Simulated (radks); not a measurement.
Question: Species: neutral titanium. Configuration: [Ar] 3d2 4s2 (the NIST ground configuration). Calculated with a radial shooting solver on a logarithmic mesh with Libxc functionals: scalar-relativistic Kohn-Sham, LB94 model potential, spin-polarised, spherical densities, finite nucleus; open shells are filled with parallel spins first; Fermi nuclear charge, rms radius 3.5921 fm. Some entries of the table are withheld. Estimate them.

| orbital | occ. | eigenvalue (eV) | <r^2> (bohr^2) | r(max) (bohr) |
|---|---|---|---|---|
| 1s down | 1 | -4929.980 | 0.006468 | 0.04555 |
| 1s up | 1 | -4929.975 | 0.006468 | 0.04555 |
| 2s down | 1 | -555.5571 | 0.1238 | 0.2691 |
| 2s up | 1 | -555.2655 | 0.1238 | 0.2691 |
| 2p down | 3 | -463.1347 | 0.1023 | 0.2191 |
| 2p up | 3 | -462.9046 | 0.1024 | 0.2191 |
| 3s up | 1 | -67.8135 | (1) | 0.8697 |
| 3s down | 1 | -66.7392 | (2) | 0.8704 |
| 3p up | 3 | -44.4062 | (3) | 0.9022 |
| 3p down | 3 | -43.3794 | (4) | 0.9035 |
| 3d up | 2 | -9.9167 | 2.801 | 0.9739 |
| 3d down | 0 | -8.9689 | 2.808 | 0.9759 |
| 4s up | 1 | -8.0375 | (5) | 2.722 |
| 4s down | 1 | -7.1148 | (6) | 2.782 |

Answer: 
(1) 3s up <r^2> (bohr^2): 1.179
(2) 3s down <r^2> (bohr^2): 1.182
(3) 3p up <r^2> (bohr^2): 1.393
(4) 3p down <r^2> (bohr^2): 1.396
(5) 4s up <r^2> (bohr^2): 12.39
(6) 4s down <r^2> (bohr^2): 13.56
